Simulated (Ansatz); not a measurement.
`CB(O[SiH3])O[SiH3]`, relaxed with RKS PBE0-D4/def2-TZVP in Ansatz from a GFN2-xTB geometry. The force threshold is 0.005 eV/Å; the program also tests the step.

Charge 0, multiplicity 1.

Start:

```xyz
15

C     2.368   -0.434    0.104
B     0.800   -0.139    0.034
O     0.342    1.087    0.323
Si   -0.882    2.123    0.493
O    -0.036   -1.128   -0.308
Si   -1.524   -1.676   -0.599
H     2.945    0.469    0.281
H     2.720   -0.890   -0.818
H     2.587   -1.135    0.905
H    -2.086    1.469    1.011
H    -1.137    2.704   -0.826
H    -0.355    3.097    1.449
H    -1.309   -2.679   -1.641
H    -2.006   -2.251    0.657
H    -2.426   -0.618   -1.064
```

**Question.** How much energy does the relaxation release, and in how many steps? (Estimate.)

**Answer.** Ansatz gave: 16.33 kJ/mol, in 13 steps.

**Question.** Which bonds change most? (An estimate is asked.)

**Answer.** Ansatz gave: C1–B2 from 1.597 to 1.567 Å; O3–Si4 from 1.613 to 1.641 Å; O5–Si6 from 1.612 to 1.640 Å; B2–O5 from 1.340 to 1.366 Å.

**Question.** Give the relaxed structure. (An estimate is asked.)

**Answer.** The calculation gave: 
```xyz
15

C     2.450   -0.440    0.095
B     0.912   -0.146    0.032
O     0.452    1.124    0.229
Si   -0.930    1.969    0.494
O     0.056   -1.182   -0.212
Si   -1.504   -1.517   -0.590
H     3.050    0.460    0.222
H     2.781   -0.963   -0.807
H     2.663   -1.117    0.928
H    -1.968    1.101    1.110
H    -1.440    2.516   -0.788
H    -0.608    3.081    1.420
H    -1.508   -2.684   -1.505
H    -2.264   -1.844    0.642
H    -2.142   -0.358   -1.271
```
